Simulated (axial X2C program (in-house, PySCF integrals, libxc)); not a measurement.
**Outer orbitals of TiF⁻ at 1.822 Å, PBE0**

Calculated with an in-house all-electron X2C program for linear molecules (integrals from PySCF). Spin-free means the one-electron spin-free X2C Hamiltonian; two-component (2c) means X2C with spin–orbit coupling and atomic mean-field two-electron Coulomb and Gaunt terms, so the difference of the two also holds small scalar two-electron terms. Basis: Ti dyall-acv3z [11s11p7d4f2g], F dyall-av3z [7s6p3d2f] (cores contracted in-house); Gaussian nuclei, density fitting, unrestricted open shells. Masses: Ti 47.948 u, F 18.998 u.

The distance is close to the 2c PBE0 minimum; the highest filled and lowest empty levels are listed.

Spin-free orbitals, state M_S = 1, Λ = 0 (beyond evenly filled blocks: δ+α, δ-α) (Löwdin shares):

```json
{"symmetry": "π+β", "occupied": "yes", "ε (eV)": "-33.15", "atomic character": "99% Ti p"}
{"symmetry": "π-β", "occupied": "yes", "ε (eV)": "-33.15", "atomic character": "99% Ti p"}
{"symmetry": "σβ", "occupied": "yes", "ε (eV)": "-26.35", "atomic character": "79% F s, 7% Ti p, 6% Ti d"}
{"symmetry": "σα", "occupied": "yes", "ε (eV)": "-26.28", "atomic character": "79% F s, 7% Ti p, 6% Ti d"}
{"symmetry": "σβ", "occupied": "yes", "ε (eV)": "-7.00", "atomic character": "87% F p, 7% Ti d"}
{"symmetry": "σα", "occupied": "yes", "ε (eV)": "-6.98", "atomic character": "86% F p, 8% Ti d"}
{"symmetry": "π-β", "occupied": "yes", "ε (eV)": "-6.44", "atomic character": "88% F p, 6% Ti d, 3% Ti f"}
{"symmetry": "π+β", "occupied": "yes", "ε (eV)": "-6.44", "atomic character": "88% F p, 6% Ti d, 3% Ti f"}
{"symmetry": "π-α", "occupied": "yes", "ε (eV)": "-6.39", "atomic character": "87% F p, 6% Ti d, 2% Ti f"}
{"symmetry": "π+α", "occupied": "yes", "ε (eV)": "-6.39", "atomic character": "87% F p, 6% Ti d, 2% Ti f"}
{"symmetry": "σα", "occupied": "yes", "ε (eV)": "-0.14", "atomic character": "71% Ti s, 15% Ti d, 6% F p"}
{"symmetry": "δ-α", "occupied": "yes", "ε (eV)": "-0.02", "atomic character": "100% Ti d"}
{"symmetry": "δ+α", "occupied": "yes", "ε (eV)": "-0.02", "atomic character": "100% Ti d"}
{"symmetry": "σβ", "occupied": "yes", "ε (eV)": "0.45", "atomic character": "74% Ti s, 20% Ti p, 3% F p"}
{"symmetry": "π+β", "occupied": "no", "ε (eV)": "1.69", "atomic character": "100% Ti p"}
{"symmetry": "π-β", "occupied": "no", "ε (eV)": "1.69", "atomic character": "100% Ti p"}
{"symmetry": "σβ", "occupied": "no", "ε (eV)": "1.71", "atomic character": "98% Ti p"}
{"symmetry": "π+α", "occupied": "no", "ε (eV)": "1.80", "atomic character": "100% Ti p"}
{"symmetry": "π-α", "occupied": "no", "ε (eV)": "1.80", "atomic character": "100% Ti p"}
```

The highest filled level is positive, so this functional does not bind it, and the empty levels of an anion are set by the basis.

Spinors with spin–orbit coupling (state Ω = 1):

```json
{"ω": "1/2", "occupied": "yes", "ε (eV)": "-33.31", "atomic character": "99% Ti p", "λ mixture": "99% π, 1% σ"}
{"ω": "-3/2", "occupied": "yes", "ε (eV)": "-32.92", "atomic character": "99% Ti p", "λ mixture": "100% π"}
{"ω": "-1/2", "occupied": "yes", "ε (eV)": "-26.35", "atomic character": "79% F s, 7% Ti p, 6% Ti d", "λ mixture": "100% σ"}
{"ω": "1/2", "occupied": "yes", "ε (eV)": "-26.29", "atomic character": "79% F s, 7% Ti p, 6% Ti d", "λ mixture": "100% σ"}
{"ω": "-1/2", "occupied": "yes", "ε (eV)": "-7.00", "atomic character": "87% F p, 7% Ti d", "λ mixture": "100% σ"}
{"ω": "1/2", "occupied": "yes", "ε (eV)": "-6.98", "atomic character": "86% F p, 8% Ti d", "λ mixture": "100% σ"}
{"ω": "1/2", "occupied": "yes", "ε (eV)": "-6.46", "atomic character": "88% F p, 6% Ti d, 3% Ti f", "λ mixture": "100% π"}
{"ω": "-3/2", "occupied": "yes", "ε (eV)": "-6.42", "atomic character": "88% F p, 6% Ti d, 3% Ti f", "λ mixture": "100% π"}
{"ω": "-1/2", "occupied": "yes", "ε (eV)": "-6.41", "atomic character": "87% F p, 6% Ti d, 2% Ti f", "λ mixture": "100% π"}
{"ω": "3/2", "occupied": "yes", "ε (eV)": "-6.37", "atomic character": "87% F p, 6% Ti d, 2% Ti f", "λ mixture": "100% π"}
{"ω": "1/2", "occupied": "yes", "ε (eV)": "-0.14", "atomic character": "71% Ti s, 15% Ti d, 6% F p", "λ mixture": "100% σ"}
{"ω": "-3/2", "occupied": "yes", "ε (eV)": "-0.04", "atomic character": "100% Ti d", "λ mixture": "100% δ"}
{"ω": "5/2", "occupied": "yes", "ε (eV)": "-0.01", "atomic character": "100% Ti d", "λ mixture": "100% δ"}
{"ω": "-1/2", "occupied": "yes", "ε (eV)": "0.45", "atomic character": "74% Ti s, 20% Ti p, 3% F p", "λ mixture": "100% σ"}
{"ω": "1/2", "occupied": "no", "ε (eV)": "1.69", "atomic character": "100% Ti p", "λ mixture": "100% π"}
{"ω": "-3/2", "occupied": "no", "ε (eV)": "1.69", "atomic character": "100% Ti p", "λ mixture": "100% π"}
{"ω": "-1/2", "occupied": "no", "ε (eV)": "1.71", "atomic character": "98% Ti p", "λ mixture": "100% σ"}
{"ω": "-1/2", "occupied": "no", "ε (eV)": "1.80", "atomic character": "100% Ti p", "λ mixture": "100% π"}
{"ω": "3/2", "occupied": "no", "ε (eV)": "1.80", "atomic character": "100% Ti p", "λ mixture": "100% π"}
```

The highest filled level is positive, so this functional does not bind it, and the empty levels of an anion are set by the basis.

Mulliken charges and populations of the two-component result (they depend on the basis, above all on diffuse functions):

Ti -0.45 e (s 7.71 p 12.25 d 2.46 f 0.03 g 0.01), F -0.55 e (s 3.93 p 5.61 d 0.01). ⟨Lz⟩ = 0.00 ħ and ⟨Sz⟩ = 1.00 ħ (1.00 and -0.01 on the two atoms), which add up to Ω.

The state is one determinant whose occupation by symmetry is held fixed; it was picked as the lowest of a PBE0 search that is not exhaustive. Density functionals use the spin component along the axis (collinear). Other states lie close and PBE0, whose exact exchange favours high spin, may order them wrongly; the determinant shown need not be the ground state. The nearest other spin-free determinant of the search, M_S = 1, Λ = 3, lies 0.22 eV up at the distance of the search. With several unpaired electrons one determinant need not be a pure state. Open-shell Ω = 0 determinants with evenly filled partner blocks cannot be reached by this program, so the Ω shown need not be the lowest component. The highest occupied level of some functionals is positive through self-interaction error; at Hartree–Fock it is bound. The determinant is spin-polarised beyond a pure state at some levels (its spin-free form has ⟨S²⟩ too high), which makes Re and μ there less reliable.
